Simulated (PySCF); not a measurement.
## Electron correlation in Pr⁴¹⁺ (praseodymium, charge +41)

[Ar], closed-shell 1S. Computed with PySCF 2.14 in an uncontracted even-tempered set (18 s from 8 bohr⁻², ratio 2.5; 12 p from 10 bohr⁻², ratio 2.5; 4 d from 46 bohr⁻², ratio 2.7; 4 f from 68 bohr⁻², ratio 2.7), with the spin-free X2C one-electron Hamiltonian (Gaussian nucleus). Frozen: 1s2; 16 electrons correlated; the 21 highest virtual orbitals of each spin left out.

```
  level  correlation energy (mhartree)
   CCSD                        -662.10
    (T)                          -1.02
CCSD(T)                        -663.12
```

Diagnostics: T1 = 0.00027, D1 = 0.0006, largest double amplitude 0.014.

Q: Is a single reference adequate?

A: Yes, within this model without spin-orbit coupling: T1 lies below 0.03 and no double amplitude reaches 0.07.

At this charge the one-electron X2C treatment keeps the bare 1/r₁₂, with no two-electron picture change or Breit term. The effect here is smaller than on the frozen 1s shell; and a scalar Hamiltonian misses the large spin-orbit splitting of the p shells, which matters for ns² → np² pairs.
